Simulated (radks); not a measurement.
Values are calculated unless marked as measured or tabulated.
Species: Tb XLV. Configuration: [Ar] 3d3. Level of theory: Dirac Kohn-Sham, PBE, spin-unpolarised, spherical densities, point nucleus; open shells are shared between the two j in proportion to 2j + 1 (a radial shooting solver on a logarithmic mesh with Libxc functionals).

Normalised radial functions P(r) = r R(r) (large component), r in bohr:

| r | 3p3/2 |
|---|---|
| 0.0007715 | 0.0024 |
| 0.000863 | 0.0030 |
| 0.0009576 | 0.0037 |
| 0.001071 | 0.0046 |
| 0.001188 | 0.0056 |
| 0.001329 | 0.0069 |
| 0.001487 | 0.0085 |
| 0.00165 | 0.0104 |
| 0.001845 | 0.0129 |
| 0.002048 | 0.0156 |
| 0.00229 | 0.0193 |
| 0.002562 | 0.0237 |
| 0.002842 | 0.0288 |
| 0.003179 | 0.0354 |
| 0.003528 | 0.0428 |
| 0.003946 | 0.0525 |
| 0.004413 | 0.0643 |
| 0.004897 | 0.0774 |
| 0.005477 | 0.0944 |
| 0.006078 | 0.1133 |
| 0.006798 | 0.1376 |
| 0.007604 | 0.1665 |
| 0.008437 | 0.1982 |
| 0.009437 | 0.2384 |
| 0.01047 | 0.2819 |
| 0.01171 | 0.3362 |
| 0.0131 | 0.3990 |
| 0.01454 | 0.4653 |
| 0.01626 | 0.5458 |
| 0.01804 | 0.6288 |
| 0.02018 | 0.7267 |
| 0.02257 | 0.8321 |
| 0.02504 | 0.9347 |
| 0.02801 | 1.0470 |
| 0.03133 | 1.1566 |
| 0.03477 | 1.2503 |
| 0.03889 | 1.3347 |
| 0.04315 | 1.3897 |
| 0.04826 | 1.4129 |
| 0.05398 | 1.3874 |
| 0.0599 | 1.3096 |
| 0.067 | 1.1577 |
| 0.07434 | 0.9471 |
| 0.08315 | 0.6433 |
| 0.093 | 0.2642 |
| 0.1032 | -0.1435 |
| 0.1154 | -0.6208 |
| 0.1281 | -1.0722 |
| 0.1433 | -1.5304 |
| 0.1602 | -1.9184 |
| 0.1778 | -2.1810 |
| 0.1989 | -2.3298 |
| 0.2207 | -2.3310 |
| 0.2468 | -2.1894 |
| 0.2761 | -1.9249 |
| 0.3063 | -1.6061 |
| 0.3426 | -1.2321 |
| 0.3802 | -0.8984 |
| 0.4252 | -0.5892 |
| 0.4756 | -0.3521 |
| 0.5278 | -0.1990 |
| 0.5903 | -0.0965 |
| 0.655 | -0.0440 |
| 0.7326 | -0.0165 |

3p3/2: eigenvalue -3764.8 eV, 1 radial node at r = 0.0996 bohr, <r> = 0.224 bohr, 90 % of the charge inside 0.333 bohr.
